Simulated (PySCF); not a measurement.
## Computed properties of C3H7NSi, SMILES C(C#C)N[SiH3]

C₃H₇NSi, SMILES C#CCN[SiH3]. Coordinates come from a r2SCAN-D4/def2-SVP optimisation. The values are those of a single conformer. All values are computed for the isolated molecule unless a solvent is named; none is compared with measurement here.

**Structure.** All 30 harmonic modes at r2SCAN-D4/def2-SVP (PySCF) are real, so it is a minimum. With heavy atoms numbered as in [CH:1]#[C:2][CH2:3][NH:4][SiH3:5], the shortest bond between them is C1–C2 at 1.215 Å and the longest N4–Si5 at 1.743 Å.

**Vibrations.** The strongest infrared lines (harmonic, unscaled, degenerate partners summed) lie at 966 cm⁻¹ (158 km/mol, H 91 %), 2179 cm⁻¹ (141 km/mol, H 96 %), 2236 cm⁻¹ (132 km/mol, H 96 %). The softest mode is at 57 cm⁻¹ and the zero-point energy is 55.5 kcal/mol.

**Electronic structure.** HF/def2-TZVP (PySCF) places the frontier levels at -10.39 and 3.15 eV, a gap of 13.54 eV, and gives a dipole moment of 0.80 D and a mean polarisability of 62.9 bohr³. PBE/def2-TZVP (PySCF) at the same geometry gives -5.81 and -0.71 eV, so its gap is 8.44 eV narrower. An orbital gap is neither the optical nor the fundamental gap.

**Excitations.** TDDFT-PBE0/def2-SVPD (PySCF) has S1 at 5.95 eV (208 nm, f = 0.014, weak); the most intense of the 10 singlets computed lies at 7.49 eV (f = 0.08). T1 (TDA) is at 5.14 eV. TDDFT-PBE/def2-SVPD (PySCF) puts S1 at 5.23 eV. No vertical singlet excitation falls in the visible range (under 3.1 eV).

**NMR.** GIAO shifts at PBE0/pcSseg-1 (PySCF) (non-relativistic, atoms alike by connectivity averaged): ¹³C from 39.3 to 88.5 ppm against TMS; ¹H from 0.2 to 4.9 ppm against TMS; ²⁹Si at -48.9 ppm against TMS.
